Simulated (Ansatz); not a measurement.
Geometry optimisation, Ansatz, RKS PBE0-D4/def2-mTZVP.

Input file:

```yaml
crystal:
  periodic: [false, false, false]
  atoms:
    - { symbol: Si, position_ang: [-0.849733, -0.0752, -0.180228] }
    - { symbol: H, position_ang: [-0.064367, 0.800123, 0.64532] }
    - { symbol: F, position_ang: [-0.373042, -0.025037, -1.683171] }
    - { symbol: F, position_ang: [-2.365015, 0.372085, -0.139611] }
    - { symbol: F, position_ang: [-0.760894, -1.561183, 0.341741] }
    - { symbol: H, position_ang: [1.846037, 0.665637, 0.860475] }
    - { symbol: Cl, position_ang: [2.567013, -0.176426, 0.155473] }
basis:
  gaussian: { orbitals: def2-mTZVP }
hamiltonian:
  xc: pbe0
  dispersion: d4
relax:
  f_tol: 0.03
  max_steps: 50
```

Launched with:

```bash
$ ansatz run input.yaml --threads 2 --pin off --max-ram 3072MiB --backend cpu --events-out ev --progress --plain --runs-dir out
```

**Question.** Where does it end, and by what steps?

**Answer.** The forces met the threshold. The force dipped under the threshold on the way, but the program's further checks kept it going. After 36 steps the energy has fallen by 0.196 eV; H6 moved furthest, 1.30 Å.

| step | energy less start (eV) | largest force component (eV/Å) | accepted |
| --- | --- | --- | --- |
| 0 | 0.0000 | 0.527 | yes |
| 2 | -0.0950 | 0.422 | yes |
| 4 | -0.1280 | 0.143 | yes |
| 6 | -0.1443 | 0.064 | yes |
| 8 | -0.1419 | 0.366 | no |
| 10 | -0.1473 | 0.258 | yes |
| 12 | -0.1542 | 0.018 | yes |
| 14 | -0.1555 | 0.084 | yes |
| 16 | -0.1568 | 0.053 | yes |
| 18 | -0.1588 | 0.228 | yes |
| 20 | -0.1648 | 0.029 | yes |
| 22 | -0.1666 | 0.069 | yes |
| 24 | -0.1740 | 0.055 | yes |
| 26 | -0.1657 | 0.715 | no |
| 28 | -0.1823 | 0.228 | yes |
| 30 | -0.1923 | 0.180 | yes |
| 32 | -0.1802 | 0.789 | no |
| 34 | -0.1953 | 0.035 | yes |
| 36 | -0.1961 | 0.013 | yes |

```xyz
7
Properties=species:S:1:pos:R:3
Si -0.968 0.040 -0.214
H -0.763 1.389 0.297
F -0.447 -0.112 -1.697
F -2.504 -0.333 -0.197
F -0.213 -1.033 0.679
H 2.290 -0.551 0.818
Cl 2.605 0.600 0.314
```

Time of the run: 77 s on 2 threads of Intel(R) Xeon(R) Platinum 8488C (Sapphire Rapids), on a shared host, peak memory 0.24 GiB.
